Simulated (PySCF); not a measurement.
Er²⁺: ionisation energy

Er²⁺ [Xe] 4f12 (high-spin determinant) → Er³⁺ [Xe] 4f11 (high-spin determinant), as a difference of total energies. Calculation: PySCF 2.14, in cc-pVDZ-X2C (8s7p5d3f1g, 84 functions); scalar relativity by spin-free X2C-1e. Correlated levels: valence: [Kr] 4d10 frozen; valence and next inner shell: [Ar] 3d10 frozen. The calculations carry no spin-orbit coupling.

| method | ionisation energy (eV) |
| --- | --- |
| UHF | 18.495 |
| LDA | 24.388 |
| PBE | 23.796 |
| PBE0 | 22.796 |
| r2SCAN | 22.700 |
| MP2 (valence) | 22.962 |
| SCS-MP2 (valence) | 22.404 |
| MP2 (valence and next inner shell) | 23.358 |
| SCS-MP2 (valence and next inner shell) | 22.675 |

Task: How much does correlation contribute at MP2 (valence and next inner shell)?

Result: 23.358 − (18.495) = 4.863 eV, measured against UHF.

A first-order spin-orbit estimate (lowest level to lowest level, LS coupling) adds -0.213 eV.

Errors of the correlated levels include the incompleteness of this basis and the frozen core.

The determinant of Er³⁺ and of Er²⁺ mixes LS terms, which raises its energy above the lowest term, most at the Hartree-Fock and MP2 levels.

For comparison: 22.7 ± 0.03 eV (semi-empirical (NIST evaluation); NIST Atomic Spectra Database, ionization energies).
